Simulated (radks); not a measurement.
Values are calculated unless marked as measured or tabulated.
Spherical quantum dot in the effective-mass picture: electrons in a hard-walled sphere of radius 3.67, all in effective atomic units (hartree* = m*/eps^2 hartree, bohr* = eps/m* bohr), one dielectric constant everywhere. Level of theory: non-relativistic Kohn-Sham, PBEsol, spin-polarised, spherical densities (a radial shooting solver with Libxc functionals). Levels are named by radial order and angular momentum (1s, 1p, 1d, 2s, ...), and open shells are averaged over m. Results are scaled to m* = 0.047 and eps = 13.7, for which hartree* = 6.814 meV and bohr* = 15.42 nm.

N = 22, configuration 1s2 1p6 1d10 1f(up 4, down 0). This is the lowest configuration that the search found. Occupied and some empty levels:

| level | occupation | eigenvalue (meV) | <r> (nm) |
|---|---|---|---|
| 1s up | 1 | 54.228 | 38.10 |
| 1s down | 1 | 54.537 | 37.85 |
| 1p up | 3 | 55.552 | 39.58 |
| 1p down | 3 | 55.886 | 39.44 |
| 1d up | 5 | 57.841 | 40.86 |
| 1d down | 5 | 58.194 | 40.78 |
| 1f up | 4 | 60.968 | 41.93 |
| 1f down | 0 | 61.337 | 41.88 |
| 2s up | 0 | 63.304 | 25.52 |
| 2s down | 0 | 63.402 | 25.54 |
| 1g up | 0 | 64.864 | 42.84 |
| 1g down | 0 | 65.244 | 42.80 |
| 2p up | 0 | 67.619 | 29.71 |
| 2p down | 0 | 67.763 | 29.68 |
| 2d up | 0 | 72.787 | 32.37 |
| 2d down | 0 | 72.972 | 32.32 |

Energy (meV): total 707.443, kinetic 195.09, external 0, Hartree 580.34, exchange-correlation -67.985.
